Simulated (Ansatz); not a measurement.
`CC(=O)C=C(C)C`, relaxed with RKS PBE0-D4/def2-TZVP in the Gaussian-basis code of Ansatz from a GFN2-xTB geometry. The force threshold is 0.005 eV/Å; the program also tests the step.

The species carries charge 0 and has multiplicity 1.

Start:

```xyz
17

C    -2.538    0.501   -1.129
C    -1.542   -0.060   -0.135
O    -1.903   -0.643    0.867
C    -0.146    0.177   -0.504
C     0.923   -0.104    0.257
C     0.832   -0.743    1.601
C     2.307    0.212   -0.213
H    -3.552    0.327   -0.778
H    -2.374    1.569   -1.256
H    -2.401    0.017   -2.094
H     0.004    0.642   -1.469
H    -0.038   -0.381    2.144
H     0.697   -1.819    1.482
H     1.736   -0.568    2.179
H     2.930   -0.679   -0.156
H     2.312    0.585   -1.234
H     2.753    0.965    0.438
```

(1) By how much does the energy fall, and how many steps does the optimiser take? (Estimate.)

(2) Which bonds change most? (Best estimate.)

(3) Give the relaxed structure. (An estimate is asked.)

## Answers

(1) The calculation gave: 1.87 kJ/mol, in 45 steps, 8 of them rejected.

(2) Ansatz gave: C2–C4 from 1.463 to 1.476 Å; C6–H14 from 1.088 to 1.095 Å; C1–H10 from 1.088 to 1.094 Å; C1–H9 from 1.088 to 1.094 Å.

(3) Computed: 
```xyz
17

C    -2.554    0.541   -1.149
C    -1.589    0.014   -0.115
O    -1.998   -0.511    0.900
C    -0.166    0.196   -0.458
C     0.908   -0.129    0.280
C     0.862   -0.762    1.629
C     2.281    0.141   -0.244
H    -3.578    0.377   -0.819
H    -2.384    1.609   -1.316
H    -2.388    0.040   -2.107
H     0.014    0.657   -1.426
H    -0.152   -0.882    1.995
H     1.348   -1.743    1.587
H     1.447   -0.163    2.335
H     2.862   -0.786   -0.284
H     2.266    0.587   -1.239
H     2.820    0.813    0.432
```
